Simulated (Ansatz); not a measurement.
`FC/C=C/C(F)F` → `F/C=C\CF` + `[CH]F` at 400 K and 1 bar (formal loss of a carbene).

Calculated with Ansatz (gas phase, PBE0-D4/def2-TZVP geometries, no zero-point term in ΔE). CCSD(T)/CBS is the MP2 limit (def2-TZVPP, def2-QZVPP) plus CCSD(T) − MP2 in def2-TZVPP, frozen cores. This one scheme is used for every species. Double bonds are as drawn, so ΔE can hold a change between cis and trans. Each species was taken in one conformer, which may not be the lowest.

```json
{"species": "`FC/C=C/C(F)F`", "CCSD(T)/CBS energy (Eh)": "-454.56202", "H − E (kJ/mol)": "261.9", "S (J/(mol·K))": "389.2"}
{"species": "`F/C=C\\CF`", "CCSD(T)/CBS energy (Eh)": "-316.10621", "H − E (kJ/mol)": "198.5", "S (J/(mol·K))": "334.2"}
{"species": "`[CH]F`", "CCSD(T)/CBS energy (Eh)": "-138.29972", "H − E (kJ/mol)": "46.3", "S (J/(mol·K))": "233.5"}
```

H − E and S are ideal-gas, rigid-rotor, harmonic terms from PBE0-D4/def2-TZVP, for one conformer and one mirror image of each species. 1 Eh = 2625.50 kJ/mol, R = 8.31446 J/(mol·K).

Q: By hand: ΔE, ΔH, ΔS and ΔG.

A: ΔE = (-316.10621) + (-138.29972) − (-454.56202) = 0.15609 Eh = 409.8 kJ/mol. Δ(H − E) = 198.5 + 46.3 − 261.9 = -17.1, so ΔH = 392.7 kJ/mol. ΔS = 334.2 + 233.5 − 389.2 = 178.5 J/(mol·K). ΔG = 392.7 − 400 × (178.5)/1000 = 321.3 kJ/mol.

Q: By hand: the equilibrium constant, and the temperature at which ΔG would vanish if ΔH and ΔS stayed fixed.

A: log₁₀ K = −ΔG/(RT ln 10) = -42.0. ΔG = 0 at ΔH/ΔS = 2200 K.

The number of gas molecules changes by +1, which sets the sign of ΔS. A doubt of 5 kJ/mol in ΔE shifts log₁₀ K by 0.7 here. Other conformers and mirror images would add mixing entropy, several J/(mol·K) or more a flexible species. These are equilibria of isolated gas molecules and say nothing of rates. Largest T1 diagnostic: 0.018 (customary marks: 0.02 for closed shells, 0.045 for open ones).
